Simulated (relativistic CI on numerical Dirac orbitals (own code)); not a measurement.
# Mn⁴⁺: 3s photoemission

Computed with this model: Dirac-Coulomb-Breit CI, KLI orbitals optimised for each configuration, QED by a radiative potential, valence Slater integrals scaled by 0.9, multiplet model of photoemission in the sudden approximation; configurations [Ar] 3d3 → [Ne] 3s 3p6 3d3; 80 K; Lorentzian 1.5 eV and Gaussian 0.6 eV FWHM. Energies are those of the free ion, without screening or charge transfer. The energies are binding energies and can lie tens of eV above those of solids. Without intra-shell correlation the exchange splitting of an s hole comes out too large, often by half or more. S is read from ⟨S²⟩ = S(S + 1).

Computed curve for free ion, scaled to 100 at the maximum (points under 2 are left out and the grid is thinned):

Energy (eV), Intensity and a bar:
```
    151.6        2.1 
    152.0        2.4 
    152.2        2.6 
    152.6        3.0 
    153.0        3.6 
    153.2        3.9 #
    153.6        4.7 #
    154.0        5.9 #
    154.2        6.6 #
    154.6        8.6 ##
    154.8       10.0 ##
    155.2       13.8 ####
    155.6       20.1 ######
    155.8       24.9 #######
    156.2       40.1 ############
    156.6       65.5 ###################
    156.8       80.7 ########################
    157.2      100.0 ##############################
    157.6       86.7 ##########################
    157.8       72.0 #####################
    158.2       44.7 #############
    158.6       27.7 ########
    158.8       22.3 ######
    159.2       15.2 ####
    159.4       12.9 ###
    159.8        9.7 ##
    160.2        7.7 ##
    160.4        6.9 #
    160.8        5.8 #
    161.2        5.1 #
    161.4        4.9 #
    161.8        4.5 #
    162.2        4.4 #
    162.4        4.4 #
    162.8        4.6 #
    163.2        5.0 #
    163.4        5.3 #
    163.8        6.2 #
    164.0        6.8 #
    164.4        8.7 ##
    164.8       12.0 ###
    165.0       14.5 ####
    165.4       22.4 ######
    165.8       36.2 ##########
    166.0       45.0 #############
    166.4       59.0 #################
    166.8       54.8 ################
    167.0       46.7 ##############
    167.4       29.7 ########
    167.8       18.3 #####
    168.0       14.7 ####
    168.4        9.9 ##
    168.6        8.3 ##
    169.0        6.1 #
    169.4        4.7 #
    169.6        4.1 #
    170.0        3.3 
    170.4        2.7 
    170.6        2.5 
    171.0        2.1
```

The ground state has S = 1.50, and the centroid lies at 160.71 eV.
